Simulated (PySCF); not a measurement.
**How methods differ on the fine-structure interval of Tb³⁴⁺**

Tb³⁴⁺ [Ar] 3d10 4s2 4p1 [4p1/2^1, M_J = 1/2] → Tb³⁴⁺ [Ar] 3d10 4s2 4p1 [4p3/2^1, M_J = 3/2], as a difference of total energies. Computed with PySCF 2.14 in an even-tempered Gaussian basis (17 s from 3.5 bohr⁻², ratio 2.8; 13 p from 4.6 bohr⁻², ratio 2.8; 8 d from 8.1 bohr⁻², ratio 2.8; 4 f from 20 bohr⁻², ratio 3), with the two-component X2C-1e Hamiltonian. Correlated levels: [Ne] frozen; the 74 highest virtual spinors dropped. "Screened" scales the spin-orbit matrix elements by Boettger's factors to mimic the two-electron term; Breit and QED terms are absent.

```tsv
method	fine-structure interval (cm⁻¹)
GHF (screened spin-orbit)	397620
GMP2 (screened spin-orbit)	395530
GHF (bare spin-orbit)	411220
```
